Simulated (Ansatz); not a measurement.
A run for Ansatz (a quantum-chemistry and plane-wave program): U-r2SCAN/cc-pVTZ on Br2, a point of a bond scan (R = 4.053 Å).

Ansatz 0.2 input:
```yaml
crystal:
  periodic: [false, false, false]
  atoms:
    - {symbol: Br, position_ang: [-0.00000000, -0.00000000, -1.15786913]}
    - {symbol: Br, position_ang: [0.00000000, 0.00000000, 2.89467282]}
basis:
  gaussian:
    orbitals: cc-pVTZ
hamiltonian:
  xc: {name: r2SCAN}
magnetization: {spin_polarized: true, initial_magnetization: 0}
```

Question: What total energy does the run end on?

Answer: -5148.2796 hartree. Its determinant has ⟨S²⟩ = 1.00, a mixture of spin states.

Question: How many basis functions does it have, and what does it roughly cost on one machine?

Answer: 86 functions; around 3 core-minutes (rough).
